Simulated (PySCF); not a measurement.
Species: C₆H₈Ge.
Atom-mapped SMILES: `[CH2:1]=[CH:2][C:3]1=[CH:4][GeH2:5][CH:6]=[CH:7]1` (hydrogens: H8, H9 on C1; H10 on C2; H11 on C4; H12, H13 on Ge5; H14 on C6; H15 on C7)

A GFN2-xTB structure was refined with PBE0-D3(BJ)/def2-SVP geometry optimisation, gas phase in PySCF 2.14.0. Its GFN2-xTB values:

```csv
coordinate,GFN2-xTB
C1=C2,1.359 Å
C1–H8,1.079 Å
C1–H9,1.081 Å
C2–C3,1.465 Å
C2–H10,1.074 Å
C3=C4,1.312 Å
C3–C7,1.468 Å
C4–Ge5,1.973 Å
C4–H11,1.055 Å
Ge5–C6,1.949 Å
Ge5–H12,1.506 Å
C6=C7,1.348 Å
C6–H14,1.091 Å
C7–H15,1.073 Å
C1–C2–C3,127.5°
C2–C3–C4,120.9°
C2–C3–C7,120.4°
C3–C4–Ge5,108.5°
C3–C7–C6,116.7°
C4–C3–C7,118.7°
C4–Ge5–C6,87.2°
Ge5–C6–C7,109.0°
C1–C2–C3–C4,180°
C3–C4–Ge5–C6,1°
```

Task: How do these coordinates change at the PBE0-D3(BJ)/def2-SVP level?

Result: 
```
  coordinate  PBE0-D3(BJ)/def2-SVP (Å or °)  change
       C3=C4                          1.358  +0.046
      C4–H11                          1.092  +0.037
      C4–Ge5                          1.938  -0.035
     Ge5–H12                          1.540  +0.034
       C3–C7                          1.490  +0.022
      C2–H10                          1.096  +0.022
      C7–H15                          1.094  +0.021
       C1=C2                          1.340  -0.019
       C1–H8                          1.092  +0.013
       C1–H9                          1.093  +0.012
      Ge5–C6                          1.943  -0.006
       C6=C7                          1.345  -0.003
       C2–C3                          1.463  -0.002
      C6–H14                          1.092  +0.001
    C4–C3–C7                          116.1    -2.6
   C4–Ge5–C6                           89.4    +2.2
    C3–C7–C6                          118.5    +1.8
   Ge5–C6–C7                          107.5    -1.5
    C2–C3–C4                          122.3    +1.4
    C2–C3–C7                          121.6    +1.2
    C1–C2–C3                          126.7    -0.8
   C3–C4–Ge5                          108.5     0.0
 C1–C2–C3–C4                            177      -3
C3–C4–Ge5–C6                              0      -1
```

The energy falls by 4.4 kcal/mol over 8 energy and gradient evaluations, the largest force component goes from 0.0591 to 3.4e-04 Eh/bohr, and the atoms move by 0.045 Å rms after alignment. The bond that changes most is C3=C4 (fully substituted alkene carbon to alkene CH carbon), which lengthens by 0.046 Å. Bonds longer at the end by more than 0.005 Å: 9 of 15; shorter: 3. Rotational constants go from 5645, 1010, 865.2 to 5526, 1016, 867.8 MHz.

The run used 156 basis functions and 56 SCF cycles in all.

No frequency check. The numbers are those of one conformer.

Shape of the structure used: `[CH2:1]=[CH:2][C:3]1=[CH:4][GeH2:5][CH:6]=[CH:7]1`: C1–C2–C3–C4 177°.
